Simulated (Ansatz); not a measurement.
Input file for CH6BNZn, SMILES `B[N](C)[ZnH]`:

```yaml
crystal:
  periodic: [false, false, false]
  atoms:
    - {symbol: B, position_ang: [-1.198753, 0.506266, -0.466114]}
    - {symbol: N, position_ang: [0.040509, 0.051953, -0.047745]}
    - {symbol: C, position_ang: [0.210462, -1.031667, 0.894973]}
    - {symbol: Zn, position_ang: [1.342364, 1.056376, -0.895127]}
    - {symbol: H, position_ang: [-1.227883, 1.422735, -1.261278]}
    - {symbol: H, position_ang: [-2.226488, 0.023271, -0.067814]}
    - {symbol: H, position_ang: [-0.764290, -1.419826, 1.205809]}
    - {symbol: H, position_ang: [0.779748, -1.859206, 0.459500]}
    - {symbol: H, position_ang: [0.745214, -0.704806, 1.792665]}
    - {symbol: H, position_ang: [2.382218, 1.903703, -1.611870]}
basis:
  gaussian: {orbitals: def2-TZVPP}
correlation: {method: ccsd_t, frozen_orbitals: {B: 1, C: 1, H: 0, "N": 1, Zn: 9}}
```

```sh
$ ansatz run in.yaml --threads 4 --pin off --events-out ev --progress --plain --max-ram 10444MiB
```

The program prints (abridged):

```
Functional definition: HF
1483 factors; integrals over basis functions are off by at most 9.1e-4 eV
mean field evaluation 1: about -51652.6207 eV, gradient 3.9e1 eV
mean field evaluation 2: about -51652.9248 eV, gradient 3.9e1 eV
mean field evaluation 4: about -51656.7677 eV, gradient 5.8e0 eV
mean field evaluation 8: about -51656.8453 eV, gradient 7.2e-1 eV
mean field -51656.84610097 eV, -1898.3540799428 hartree, gradient 2.3e-6 eV, S^2 0.000000; 0 other end points of the search recorded, 0 dependent functions left out
12 core orbitals not correlated: weight in the atoms' cores, before any rotation towards them, 1.000 or more for the frozen orbitals, at most 0.000 for the correlated occupied ones
reference -51656.84610097 eV, -1898.3540799428 hartree; 15, 15 occupied and 214, 214 virtual orbitals, 1483 factors
second order -27.49898275 eV of doubles, -0.00000000 eV of singles
cycle   1  -26.10934548 eV  change     1.4e0 eV  update   1.3e-1
cycle   2  -26.93030534 eV  change   -8.2e-1 eV  update   5.2e-2
cycle   3  -27.12260184 eV  change   -1.9e-1 eV  update   2.4e-2
cycle   4  -27.09417410 eV  change    2.8e-2 eV  update   7.6e-3
cycle   5  -27.08454497 eV  change    9.6e-3 eV  update   3.1e-3
cycle   6  -27.08711037 eV  change   -2.6e-3 eV  update   1.1e-3
cycle   7  -27.08689039 eV  change    2.2e-4 eV  update   3.8e-4
cycle   8  -27.08645269 eV  change    4.4e-4 eV  update   1.3e-4
cycle   9  -27.08654869 eV  change   -9.6e-5 eV  update   5.3e-5
cycle  10  -27.08659720 eV  change   -4.9e-5 eV  update   1.8e-5
cycle  11  -27.08656327 eV  change    3.4e-5 eV  update   8.1e-6
perturbative correction -0.97905230 eV, -0.0359795082 hartree
Total energy: -51684.91171653 eV, -1899.3854722911 hartree
```

Run time 88 s (4 threads of an AMD EPYC 7B13 on a shared host); peak host memory 4.7 GiB.

The correlation energy is -28.066 eV, 3.5 % of it from (T); the T1 diagnostic reads 0.0156.
